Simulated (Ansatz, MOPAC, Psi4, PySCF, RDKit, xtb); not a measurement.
Dimer: HCl (SMILES Cl) (first 2 atoms) with ClH3Si (SMILES [SiH3]Cl); geometry from B3LYP-D3(BJ)/def2-TZVP, rigid monomers moved along the line of their centres of mass till H2···Cl4 is 4.43 Å.
(charge 0, multiplicity 1):
```json
[
 {"atom": "Cl", "x (Å)": "0.1814", "y (Å)": "0.4272", "z (Å)": "-0.0816"},
 {"atom": "H", "x (Å)": "-0.0892", "y (Å)": "-0.4557", "z (Å)": "0.8177"},
 {"atom": "Si", "x (Å)": "-0.1600", "y (Å)": "0.2252", "z (Å)": "5.7420"},
 {"atom": "Cl", "x (Å)": "-0.6113", "y (Å)": "-1.6841", "z (Å)": "5.0446"},
 {"atom": "H", "x (Å)": "-0.2548", "y (Å)": "0.1858", "z (Å)": "7.2132"},
 {"atom": "H", "x (Å)": "-1.1448", "y (Å)": "1.1601", "z (Å)": "5.1708"},
 {"atom": "H", "x (Å)": "1.2083", "y (Å)": "0.5546", "z (Å)": "5.3063"}
]
```

| level | interaction energy (meV) | minus MP2/CBS(aug-cc-pV(D+d)Z, aug-cc-pV(T+d)Z) + ΔCCSD(T)/aug-cc-pV(D+d)Z | cost |
|---|---|---|---|
| UFF | -9.6 | 10.2 | - |
| GFN-FF | -20.4 | -0.6 | - |
| AM1 | -10.0 | 9.7 | - |
| PM3 | -15.4 | 4.3 | - |
| PM6 | -11.4 | 8.4 | - |
| PM7 | -29.3 | -9.6 | - |
| GFN1-xTB | -11.5 | 8.2 | - |
| HF/3-21G (no counterpoise) | -22.6 | -2.8 | - |
| HF/6-31G* | -17.2 | 2.6 | - |
| HF/6-31G* (no counterpoise) | -18.5 | 1.3 | - |
| HF/aug-cc-pV(D+d)Z | -15.0 | 4.8 | - |
| HF/aug-cc-pV(T+d)Z | -13.9 | 5.8 | - |
| PBE/def2-TZVPPD | -15.0 | 4.8 | ×1 |
| PBE-D4/def2-TZVPPD | -21.5 | -1.8 | ×1 |
| r2SCAN/def2-TZVPPD | -14.6 | 5.2 | ×2 |
| r2SCAN-D3(BJ)/def2-TZVPPD | -20.8 | -1.0 | ×2 |
| r2SCAN-D4/def2-TZVPPD | -19.7 | 0.0 | ×2 |
| B3LYP/3-21G (no counterpoise) | -19.2 | 0.5 | - |
| B3LYP/6-31G* | -14.3 | 5.5 | - |
| B3LYP/6-31G* (no counterpoise) | -16.2 | 3.6 | - |
| B3LYP/LANL2DZ (no counterpoise) | -20.1 | -0.4 | - |
| B3LYP/def2-TZVPPD | -10.1 | 9.7 | ×1 |
| B3LYP-D4/def2-TZVPPD | -18.3 | 1.4 | ×1 |
| PBE0/def2-TZVPPD | -14.8 | 4.9 | ×1 |
| PBE0-D3(BJ)/def2-TZVPPD | -23.3 | -3.5 | ×1 |
| PBE0-D4/def2-TZVPPD | -21.9 | -2.1 | ×1 |
| M06-2X/6-31G* (no counterpoise) | -23.2 | -3.4 | - |
| wB97X-V/def2-TZVPPD | -19.8 | 0.0 | ×3 |
| wB97M-V/def2-TZVPPD | -20.0 | -0.3 | ×3 |
| MP2/6-31G* | -19.3 | 0.4 | - |
| MP2/6-31G* (no counterpoise) | -21.3 | -1.6 | - |
| MP2/aug-cc-pV(D+d)Z | -21.2 | -1.4 | - |
| MP2/aug-cc-pV(T+d)Z | -21.0 | -1.3 | ×3 |
| MP2/CBS(aug-cc-pV(D+d)Z, aug-cc-pV(T+d)Z) | -21.4 | -1.7 | - |
| SCS-MP2/aug-cc-pV(D+d)Z | -19.0 | 0.7 | - |
| SCS-MP2/aug-cc-pV(T+d)Z | -18.8 | 1.0 | - |
| CCSD/aug-cc-pV(D+d)Z | -18.9 | 0.9 | - |
| CCSD(T)/aug-cc-pV(D+d)Z | -19.5 | 0.3 | ×5 |
| MP2/CBS(aug-cc-pV(D+d)Z, aug-cc-pV(T+d)Z) + ΔCCSD(T)/aug-cc-pV(D+d)Z | -19.8 | 0.0 | ×8 |
| SAPT0/jun-cc-pV(D+d)Z | -20.1 | -0.4 | - |

 The comparison column counts from a level with limits of its own.

The rows run from -29.3 (PM7) to -9.6 meV (UFF). In aug-cc-pV(D+d)Z the value moves HF -15.0, MP2 -21.2, CCSD -18.9, CCSD(T) -19.5, a shift of -4.5 from HF to CCSD(T). From aug-cc-pV(D+d)Z to aug-cc-pV(T+d)Z MP2 changes by 0.1. The dispersion term adds -6.5 in PBE-D4, -6.1 in r2SCAN-D3(BJ), -5.1 in r2SCAN-D4. The 6 functionals in def2-TZVPPD without D3 or D4 span 10.0, from wB97M-V to B3LYP.

Monomers are frozen at their geometry in the pair; levels with a basis set take the counterpoise correction. Rows marked so take none. RDKit's UFF carries no charges.

Cores are frozen in the correlated methods. CBS(a, b) extrapolates the correlation energy as X⁻³ and adds the Hartree–Fock energy of set b. Rows in 3-21G, 6-31G*, LANL2DZ carry no dispersion term and start afresh at each structure (6-31G* with six Cartesian d functions). MP2/6-31G* freezes PySCF's default core. LANL2DZ brings its own core potentials from Na on. The state reached by AM1, PM3, PM6, PM7 isn't checked; PM7 holds dispersion and hydrogen-bond terms.

Codes used: Ansatz (a first-principles code) with Gaussian orbitals; MOPAC for AM1, PM3, PM6, PM7 (differences of heats of formation); Psi4 for SAPT; PySCF for 3-21G rows, 6-31G* rows, LANL2DZ rows, the dispersion terms; RDKit for the force fields; xtb for the GFN methods. Each number belongs to the level named beside it.

Costs are rough ratios of core time to PBE/def2-TZVPPD (about 11 s over the structures, on one shared machine); a dash marks a level with no comparable run of its own.
